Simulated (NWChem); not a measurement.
System: CHBrF2; SMILES FC(F)Br

The following NWChem deck was run.

```
start job
memory heap 200 mb stack 900 mb global 1100 mb
geometry units angstroms noautosym nocenter noautoz
  F     -0.146487     1.509083     1.079602
  C      0.377340     0.943523     0.000000
  F     -0.146487     1.509083    -1.079602
  Br    -0.019731    -0.956851     0.000000
  H      1.471976     1.055418     0.000000
end
basis spherical
  F library cc-pvtz
  C library cc-pvtz
  Br library cc-pvtz
  H library cc-pvtz
end
dft
  xc xpbe96 cpbe96
  iterations 150
end
property
  efieldgrad
end
task dft property
```

Excerpt of the output:

```
             Northwest Computational Chemistry Package (NWChem) 7.3.0
             --------------------------------------------------------

                             Geometry "geometry" -> ""
                             -------------------------

 Output coordinates in angstroms (scale by  1.889725989 to convert to a.u.)

  No.       Tag          Charge          X              Y              Z
 ---- ---------------- ---------- -------------- -------------- --------------
    1 F                    9.0000    -0.14648700     1.50908300     1.07960200
    2 C                    6.0000     0.37734000     0.94352300     0.00000000
    3 F                    9.0000    -0.14648700     1.50908300    -1.07960200
    4 Br                  35.0000    -0.01973100    -0.95685100     0.00000000
    5 H                    1.0000     1.47197600     1.05541800     0.00000000

 Effective nuclear repulsion energy (a.u.)     258.9301016495

  pbe96 is a nonlocal functional; adding pw91lda local functional.
                              NWChem Property Module
                              ----------------------

  itol2e modified to match energy
  convergence criterion.

                                 NWChem DFT Module
                                 -----------------

 Summary of "ao basis" -> "ao basis" (spherical)
 ------------------------------------------------------------------------------
       Tag                 Description            Shells   Functions and Types
 ---------------- ------------------------------  ------  ---------------------
 F                          cc-pvtz                 10       30   4s3p2d1f
 C                          cc-pvtz                 10       30   4s3p2d1f
 Br                         cc-pvtz                 15       43   6s5p3d1f
 H                          cc-pvtz                  6       14   3s2p1d

  itol2e modified to match energy
  convergence criterion.

[...]

          -----------------------
          Electric field gradient
          -----------------------

 1 a.u. = 0.324123 10**(16) esu/cm**3  ( or statvolts/cm**2 ) = 0.97174 10**(22) v/m**2

 ------------------------------------------------------------
   Atom      X         Y         Z
 ------------------------------------------------------------
    1 F   -0.27682   2.85175   2.04015
 ------------------------------------------------------------

 Electric field gradient in molecular frame (a.u.)
         XX             YY             ZZ             XY             XZ             YZ
 ------------------------------------------------------------------------------------------
        0.809311       0.462485      -1.271796       0.755839       1.293284      -1.441865

 Principal components (a.u.) and orientation
 of principal axis w.r.t. absolute frame                      Asymmetry parameter eta
 --------------------------------------------------------------------------------------
       -2.722424       1.446809       1.275615                       0.062883

       -0.390448       0.914575      -0.105372
        0.454987       0.291199       0.841540
        0.800336       0.280635      -0.529818

 ------------------------------------------------------------
   Atom      X         Y         Z
 ------------------------------------------------------------
    2 C    0.71307   1.78300   0.00000
 ------------------------------------------------------------

 Electric field gradient in molecular frame (a.u.)
         XX             YY             ZZ             XY             XZ             YZ
 ------------------------------------------------------------------------------------------
        0.373296      -0.115808      -0.257488       0.098076      -0.000000       0.000000

 Principal components (a.u.) and orientation
 of principal axis w.r.t. absolute frame                      Asymmetry parameter eta
 --------------------------------------------------------------------------------------
        0.392229      -0.257488      -0.134742                       0.312944

        0.981871       0.000000      -0.189549
        0.189549      -0.000000       0.981871
       -0.000000       1.000000       0.000000

 ------------------------------------------------------------
   Atom      X         Y         Z
 ------------------------------------------------------------
    3 F   -0.27682   2.85175  -2.04015
 ------------------------------------------------------------

 Electric field gradient in molecular frame (a.u.)
         XX             YY             ZZ             XY             XZ             YZ
 ------------------------------------------------------------------------------------------
        0.809311       0.462485      -1.271796       0.755839      -1.293284       1.441865

 Principal components (a.u.) and orientation
 of principal axis w.r.t. absolute frame                      Asymmetry parameter eta
 --------------------------------------------------------------------------------------
       -2.722424       1.446809       1.275615                       0.062883

        0.390448       0.914575      -0.105372
       -0.454987       0.291199       0.841540
        0.800336      -0.280635       0.529818

 ------------------------------------------------------------
   Atom      X         Y         Z
 ------------------------------------------------------------
    4 Br  -0.03729  -1.80819   0.00000
 ------------------------------------------------------------

[...]
```

Level: PBE/cc-pVTZ. Structure relaxed at the PBE0/def2-SVP level. NWChem prints the field gradient with the sign opposite to the second derivative of the potential.
